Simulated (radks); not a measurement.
The numbers below are computed, except where a source is named.
Valence configurations of Br+ (all share [Ar]). Level of theory: scalar-relativistic Kohn-Sham, BLYP, spin-polarised, spherical densities, finite nucleus; open shells are filled with parallel spins first; Fermi nuclear charge, rms radius 4.1629 fm (a radial shooting solver on a logarithmic mesh with Libxc functionals). Energies are relative to 3d10 4s2 4p4; eigenvalues in eV for spin up.

3d10 4s2 4p4: E (eV) 0.000; moment (Bohr magnetons) 2; e(3d) -77.778; e(4p) -17.971; e(4s) -30.956
3d10 4s1.5 4p4.5: E (eV) 6.472; moment (Bohr magnetons) 2; e(3d) -78.594; e(4p) -18.327; e(4s) -31.433
3d10 4s1 4p5: E (eV) 12.969; moment (Bohr magnetons) 2; e(3d) -79.401; e(4p) -18.677; e(4s) -31.902
3d10 4p6: E (eV) 27.060; moment (Bohr magnetons) 0; e(3d) -80.827; e(4p) -18.588
3d9.5 4s2 4p4.5: E (eV) 31.780; moment (Bohr magnetons) 2; e(3d) -84.572; e(4p) -18.782; e(4s) -32.231
3d9.5 4s1.5 4p5: E (eV) 38.469; moment (Bohr magnetons) 2; e(3d) -85.359; e(4p) -19.123; e(4s) -32.686
3d9 4s2 4p5: E (eV) 66.041; moment (Bohr magnetons) 2; e(3d) -91.480; e(4p) -19.566; e(4s) -33.462
3d9 4s1.5 4p5.5: E (eV) 72.940; moment (Bohr magnetons) 2; e(3d) -92.240; e(4p) -19.894; e(4s) -33.897
3d8 4s2 4p6: E (eV) 142.18; moment (Bohr magnetons) 2; e(3d) -105.64; e(4p) -21.082; e(4s) -35.823

NIST lists [Ar] 3d10 4s2 4p4 as the ground configuration; this level of theory agrees among the configurations tried. The energies are those of spherical high-spin densities, not of single terms.
